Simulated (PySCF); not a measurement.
**Whose spectrum? (rylene)**

All values: TDA CAM-B3LYP/6-31G*, gas phase, PySCF SCF with an in-house response code, fitting set def2-universal-JFIT up to Ne and JKFIT beyond, grid level 1 (kernel 0), vertical, one conformer each, geometries GFN2-xTB; core orbitals frozen in the response, virtual orbitals above 1.5 Eh left out. The lowest 6 singlets were sought, and the brightest is taken among them. The runs took 1 to 40 CPU minutes each on shared server CPUs.

One system has its HOMO at -5.07 eV, its LUMO at -1.89 eV and these singlet states:

```
state    eV      f
   S1  1.98  2.966
   S2  2.93  0.000
   S3  3.10  0.000
   S4  3.28  0.000
   S5  3.62  0.000
   S6  3.65  0.000
```

(1) Which is it?
A. c1cc2cccc3c4ccc5c6ccc7c8ccc9c%10cccc%11cccc(c%12ccc(c%13ccc(c%14ccc(c(c1)c23)c4c%145)c6c%137)c8c%129)c%11%10 (C50H24)
B. c1cc2cccc3c4cccc5cccc(c(c1)c23)c54 (C20H12)
C. c1cc2cccc3c4ccc5c6cccc7cccc(c8ccc(c(c1)c23)c4c85)c76 (C30H16)

(2) How do the candidates compare?

Results:

(1) A.

(2) 
| system | HOMO / eV | LUMO / eV | S1 / eV | f(S1) | brightest state sought / eV |
| --- | --- | --- | --- | --- | --- |
| c1cc2cccc3c4ccc5c6ccc7c8ccc9c%10cccc%11cccc(c%12ccc(c%13ccc(c%14ccc(c(c1)c23)c4c%145)c6c%137)c8c%129)c%11%10 | -5.07 | -1.89 | 1.98 | 2.966 | 1.98 |
| c1cc2cccc3c4ccc5c6cccc7cccc(c8ccc(c(c1)c23)c4c85)c76 | -5.55 | -1.36 | 2.71 | 1.368 | 2.71 |
| c1cc2cccc3c4cccc5cccc(c(c1)c23)c54 | -6.05 | -0.83 | 3.45 | 0.666 | 3.45 |
